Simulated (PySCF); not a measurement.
**Which basis set comes closest?**

Molecule: `InChI=1S/C7H11F/c8-7-3-1-6(5-7)2-4-7/h6H,1-5H2/t6-,7-`.

Bonds (- single, = double, # triple, : aromatic): F1-C2, C2-C3, C3-C4, C4-C5, C5-C6, C6-C7, C5-C8, C7-C2, C8-C2. C3 carries H9, H10; C4 carries H11, H12; C5 carries H13; C6 carries H14, H15; C7 carries H16, H17; C8 carries H18, H19. Stereochemistry as in F[C@]12CC[C@H](CC1)C2. H14, H17 are cis to C4 on the ring; H10, H12 are cis to C6 on the ring; H15, H16 are trans to C4 on the ring; H9, H11 are trans to C6 on the ring.

Geometry PBE0-D3(BJ)/def2-SVP throughout; GIAO in PySCF 2.14.0 with density-fitted response routines, gas phase, one conformer, non-relativistic; equivalent atoms averaged; functional PBE0.

Reference values (measured; G. Saielli, R. Bini, A. Bagno, Computational 19F NMR. 2. Organic compounds, RSC Adv. 2014, ESI (exp. from Berger-Braun-Kalinowski 1994 and Everett 1995)): δ(F1) = -182.0 ppm vs CFCl3. Computed shifts are taken against CFCl3, calculated as an isolated molecule at each level.

How do the basis sets STO-3G, pcSseg-0, 6-31G, 6-31G*, cc-pVDZ, def2-SVP, pcSseg-1, 6-311+G(2d,p), aug-cc-pVDZ, def2-TZVP perform against the reference? Times are CPU seconds on shared hosts with different chips, so compare them loosely.

Results:


| basis set | functions | F1 | abs. error F | core-s |
| --- | --- | --- | --- | --- |
| STO-3G | 51 | -131.8 | 50.2 | 6 |
| pcSseg-0 | 94 | -231.8 | 49.8 | 11 |
| 6-31G | 94 | -220.2 | 38.2 | 13 |
| 6-31G* | 134 | -199.4 | 17.4 | 19 |
| cc-pVDZ | 167 | -193.3 | 11.3 | 26 |
| def2-SVP | 167 | -185.5 | 3.5 | 24 |
| pcSseg-1 | 191 | -207.0 | 25.0 | 22 |
| 6-311+G(2d,p) | 282 | -204.3 | 22.3 | 62 |
| aug-cc-pVDZ | 283 | -193.0 | 11.0 | 65 |
| def2-TZVP | 314 | -199.3 | 17.3 | 77 |

For 19F the closest is def2-SVP (3.5 ppm) and the furthest STO-3G (50.2 ppm). Where a smaller basis beats a larger one, errors probably cancel. One molecule is a small sample, and vibrational and solvent effects are absent from the calculation.

A small basis that lands close on one nucleus may do so by chance; judge by the trend and by all nuclei.
